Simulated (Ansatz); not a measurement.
Reaction (silylene formation by 1,1-elimination): `C=C[SiH](N)Cl` → ethylene + `N[Si]Cl`

Program: Ansatz. Geometries: PBE0-D4/def2-TZVP. ΔE: electronic, gas phase. CBS: MP2 limit from def2 TZ/QZ plus the TZ coupled-cluster correction, frozen cores. This one scheme is used for every species. DFT in def2-TZVPP. B3LYP here is the variant with VWN-RPA as its local correlation; programs differ in this. Each species was taken in one conformer, which may not be the lowest.

`C=C[SiH](N)Cl`:

Cartesian coordinates in Å:
```
C -0.694 0.326 1.886
C -0.189 0.762 0.736
Si -0.246 -0.159 -0.867
N 1.336 -0.290 -1.484
Cl -1.188 -1.976 -0.511
H -1.192 -0.636 1.958
H -0.633 0.911 2.799
H 0.299 1.737 0.720
H -1.063 0.504 -1.908
H 2.085 -0.609 -0.890
H 1.485 -0.570 -2.440
```

`C=C`:

```xyz
6

C    -0.582    0.222    0.223
C     0.582   -0.222   -0.223
H    -0.917    1.235    0.030
H    -1.248   -0.410    0.801
H     0.917   -1.235   -0.030
H     1.248    0.410   -0.801
```

`N[Si]Cl`:

Cartesian coordinates in Å:
```
N -0.542 0.370 0.055
Si -0.032 -1.250 -0.024
Cl 2.037 -0.905 -0.195
H -1.520 0.603 0.144
H 0.056 1.182 0.021
```

(1) Is it downhill or uphill in electronic energy at CCSD(T)/CBS, and by how much? (An estimate is asked.)

(2) What do these levels give: r2SCAN-D4, r2SCAN0-D4, CAM-B3LYP-D4, ωB97X-V, B2PLYP, PBE-QIDH, r2SCAN, B3LYP, BHLYP, LC-ωPBE, CCSD(T)/def2-SVP, MP2/def2-TZVPP? (Best estimate.)

Largest T1 diagnostic among the species: 0.013.

## Answers

(1) Ansatz gave: Uphill: ΔE = +1.42 eV.

(2) Ansatz gave: r2SCAN-D4 1.51, r2SCAN0-D4 1.58, CAM-B3LYP-D4 1.40, ωB97X-V 1.50, B2PLYP 1.28, PBE-QIDH 1.56, r2SCAN 1.47, B3LYP 1.12, BHLYP 1.33, LC-ωPBE 1.55, CCSD(T)/def2-SVP 1.24, MP2/def2-TZVPP 1.53 eV.

Leaving LDA and LC-ωPBE aside and taking each functional with its dispersion term where it has one, the values, not all of them listed here, spread over 0.43 eV, from BLYP-D4 to r2SCAN0-D4. LDA lies +0.35 eV from PBE without D4. The D4 term adds +0.18 eV with B3LYP and +0.10 eV with PBE0; it sums over pairs of atoms, weighted by their polarisabilities, and B3LYP, whose exchange is more repulsive, gets the larger term.
